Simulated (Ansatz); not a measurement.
C3H2F4 (`FCC(F)=C(F)F`). The species carries charge 0 and has multiplicity 1. Geometry: relaxed with PBE0-D4/def2-TZVP. It is one conformer, not always the lowest.

```xyz
9

F    -0.247   -0.332    1.842
C     0.553    0.370    0.984
C     0.163    0.162   -0.439
F     0.950    0.850   -1.279
C    -0.808   -0.576   -0.952
F    -1.652   -1.298   -0.263
F    -1.035   -0.664   -2.241
H     0.484    1.437    1.225
H     1.592    0.051    1.124
```

Task: What is the dipole moment at r2SCAN/def2-TZVPP? (Estimate.)

Result: The calculation gave: 1.35 D, with components (0.99, 0.76, 0.52) D in this frame, pointing from negative to positive charge.

Task: And with PBE, B3LYP, ωB97M-V? (Estimate.)

Result: Computed: PBE 1.29 D, B3LYP 1.45 D, ωB97M-V 1.43 D.

Task: Give the Mulliken charges with r2SCAN, B3LYP, ωB97M-V in def2-TZVPP. (Best estimate.)

Result: Ansatz gave: 
```json
{"atom": "F1", "r2SCAN": "-0.22", "B3LYP": "-0.22", "ωB97M-V": "-0.21"}
{"atom": "C2", "r2SCAN": "0.16", "B3LYP": "0.08", "ωB97M-V": "0.05"}
{"atom": "C3", "r2SCAN": "0.10", "B3LYP": "0.10", "ωB97M-V": "0.09"}
{"atom": "F4", "r2SCAN": "-0.20", "B3LYP": "-0.20", "ωB97M-V": "-0.19"}
{"atom": "C5", "r2SCAN": "0.35", "B3LYP": "0.35", "ωB97M-V": "0.34"}
{"atom": "F6", "r2SCAN": "-0.15", "B3LYP": "-0.15", "ωB97M-V": "-0.14"}
{"atom": "F7", "r2SCAN": "-0.16", "B3LYP": "-0.16", "ωB97M-V": "-0.15"}
{"atom": "H8", "r2SCAN": "0.06", "B3LYP": "0.10", "ωB97M-V": "0.11"}
{"atom": "H9", "r2SCAN": "0.06", "B3LYP": "0.10", "ωB97M-V": "0.11"}
```

B3LYP here is the variant with VWN-RPA as its local correlation; programs differ in this.
